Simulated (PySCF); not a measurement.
Isomers of C6H7ClO2SSi, mass 205.962 u with the commonest isotopes. Theory: PBE0/pcSseg-1 in PySCF (dipole) on a GFN2-xTB geometry, gas phase. One conformer each, none proved a minimum here; rigid rotors.

Task: Order these by radius of gyration √(Σ m r²/M), smallest first.
A. `[O:1]=[S:2](=[O:3])([Cl:4])[c:5]1[cH:6][cH:7][cH:8][c:9]([SiH3:10])[cH:11]1` with O1–S2–C5–C6 -21°
B. `[O:1]=[S:2](=[O:3])([Cl:4])[c:5]1[cH:6][cH:7][c:8]([SiH3:9])[cH:10][cH:11]1` with O1–S2–C5–C6 23°
C. `[O:1]=[S:2](=[O:3])([Cl:4])[c:5]1[cH:6][cH:7][cH:8][cH:9][c:10]1[SiH3:11]` with O1–S2–C5–C6 -23°

Result: C (2.305 Å), A (2.630 Å), B (2.778 Å).

Task: Order these by rotational constant A, largest first.
A. `[O:1]=[S:2](=[O:3])([Cl:4])[c:5]1[cH:6][cH:7][cH:8][cH:9][c:10]1[SiH3:11]` with O1–S2–C5–C6 -23°
B. `[O:1]=[S:2](=[O:3])([Cl:4])[c:5]1[cH:6][cH:7][cH:8][c:9]([SiH3:10])[cH:11]1` with O1–S2–C5–C6 -21°
C. `[O:1]=[S:2](=[O:3])([Cl:4])[c:5]1[cH:6][cH:7][c:8]([SiH3:9])[cH:10][cH:11]1` with O1–S2–C5–C6 23°

Result: C (1904 MHz), B (1338 MHz), A (1061 MHz).

Task: Order these by out-of-plane moment Σ m c² = (Ia + Ib − Ic)/2, largest first.
A. `[O:1]=[S:2](=[O:3])([Cl:4])[c:5]1[cH:6][cH:7][cH:8][c:9]([SiH3:10])[cH:11]1` with O1–S2–C5–C6 -21°
B. `[O:1]=[S:2](=[O:3])([Cl:4])[c:5]1[cH:6][cH:7][cH:8][cH:9][c:10]1[SiH3:11]` with O1–S2–C5–C6 -23°
C. `[O:1]=[S:2](=[O:3])([Cl:4])[c:5]1[cH:6][cH:7][c:8]([SiH3:9])[cH:10][cH:11]1` with O1–S2–C5–C6 23°

Result: C (126.19 u·Å²), A (122.02 u·Å²), B (120.77 u·Å²).

```csv
SMILES,point group,Ia (u·Å²),Ib (u·Å²),Ic (u·Å²),κ,μa (D),μb (D),μc (D)
O=S(=O)(Cl)c1ccc([SiH3])cc1,–,265.45,1450.05,1463.12,-1.00,5.02,0.03,1.08
O=S(=O)(Cl)c1ccccc1[SiH3],C1,476.30,738.38,973.15,-0.39,4.26,1.13,1.28
O=S(=O)(Cl)c1cccc([SiH3])c1,C1,377.68,1168.46,1302.10,-0.91,4.68,1.74,1.42
```
